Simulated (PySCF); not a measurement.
Calculated NMR parameters of CCO/C(C)=C\[SiH2]F

```
Formula                               : C5H11FOSi
SMILES                                : CCO/C(C)=C\[SiH2]F
Point group of the computed structure : C1
Degrees of unsaturation               : 1
Carbon signals                        : 5
Proton signals                        : 5
```

Atom-mapped SMILES (the numbers label the heavy atoms): `[CH3:1][CH2:2][O:3]/[C:4]([CH3:5])=[CH:6]\[SiH2:7][F:8]`. Each H is labelled by its parent atom.

Theoretical values (PySCF): σ from GIAO-PBE0/pcSseg-1, coordinates at the GFN2-xTB level. Single conformer, relativity neglected, one averaged value for each set of equivalent atoms, in vacuum.

References, each an isolated molecule treated in the same way: 1H (σref 31.72) and 13C (σref 186.93) and 29Si (σref 349.16) vs TMS; 19F (σref 170.95) against CFCl3; 17O (σref 336.08) vs H2O.

```tsv
carbon	δC, type	δH (multiplicity)	HMBC from (2–3 bonds)	span of the C tensor (ppm)
C1	17.5, CH3	1.34 (t)	H(C2)	32
C2	65.2, CH2	3.94 (q)	H(C1)	70
C4	174.4, C	–	H(Si7), H(C6), H(C2), H(C5)	200
C5	20.7, CH3	2.07 (s)	H(C6)	33
C6	98.5, CH	4.50 (m)	H(Si7), H(C5)	141
```

Other nuclei:
```json
{"atoms": "H(Si7)", "nucleus": "1H", "environment": "hydrogen on a silicon bonded to C, F", "δ (ppm)": "5.47", "σ (ppm)": "26.24"}
{"atoms": "F8", "nucleus": "19F", "environment": "fluorine bonded to Si", "δ (ppm)": "-231.4", "σ (ppm)": "402.4"}
{"atoms": "Si7", "nucleus": "29Si", "environment": "silicon bonded to C, F, 2 H", "δ (ppm)": "-6.1", "σ (ppm)": "355.3"}
{"atoms": "O3", "nucleus": "17O", "environment": "ether oxygen", "δ (ppm)": "149.9", "σ (ppm)": "186.2"}
```

- Carbon types of the structure: 1 × C, 1 × CH, 1 × CH2, 2 × CH3, leaving 2 H on heteroatoms.
- δC 174.4: alkene carbon bearing oxygen; an sp2 carbon further deshielded by the attached heteroatom.
- δC 98.5: β carbon of an enol-ether or enamine type C=C; the O or N lone pair pushes π density onto this β carbon and shields it.
- δC 65.2: sp3 CH2 bonded to O; pulled downfield by the heteroatom.
- δC 17.5: methyl carbon; aliphatic region, no heteroatom directly attached.
- δH 2.07: hydrogen on an allylic methyl carbon; allylic position.

Splittings by 19F in the carbon and heteronuclear signals aren't shown, as no couplings were computed. Shifts are as computed. Against solution values, carbons near 30 ppm lie about +3 ppm off and those near 130 ppm about +5 ppm. Of 1211 compounds with measured shifts, 218 miss one by over three times the rms of a fit or turn the order of signals round; such compounds aren't used in these exercises. Unscaled 19F shifts against computed CFCl3 carry errors that often reach 10 to 50 ppm. Experimental scales use liquid or dissolved standards, which lie at an offset from isolated H2O (liquid H2O: subtract about 36 ppm). Multiplicities follow the n + 1 count of equivalent neighbours, as no J values were calculated; m marks all less simple cases, F and P coupling included.
